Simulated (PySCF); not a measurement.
**Mn⁺ (manganese, charge +1) across methods**

[Ar] 3d5 4s1, high-spin 7S determinant. All numbers are calculated (PySCF 2.14, no relativity, point nucleus, in def2-TZVPPD (6s6p4d2f1g, 67 functions)).

```csv
method,E (hartree),mean ε 3p β (eV),mean ε 3d α (eV),mean ε 4s α (eV),Σ⟨r²⟩ (bohr²),⟨S²⟩
r2SCAN,-1150.694,-59.512,-17.085,-12.749,25.72,12.000
r2SCAN0,-1150.682,-62.090,-19.317,-13.371,25.66,12.000
UHF,-1149.62715,-68.598,-25.437,-14.801,25.96,12.000
PBE,-1150.459,-58.862,-16.659,-12.486,25.96,12.000
revPBE,-1150.601,-58.831,-16.610,-12.415,25.97,12.000
M06-2X,-1150.663,-64.587,-21.223,-13.446,25.95,12.001
TPSSh,-1150.723,-60.254,-17.558,-12.679,25.87,12.000
PBE0,-1150.503,-61.654,-18.978,-13.146,25.83,12.000
```

Q: Estimate the same row for LDA.

A: E (hartree) = -1148.327; mean ε 3p β (eV) = -58.994; mean ε 3d α (eV) = -16.873; mean ε 4s α (eV) = -12.733; Σ⟨r²⟩ (bohr²) = 25.87; ⟨S²⟩ = 12.000.
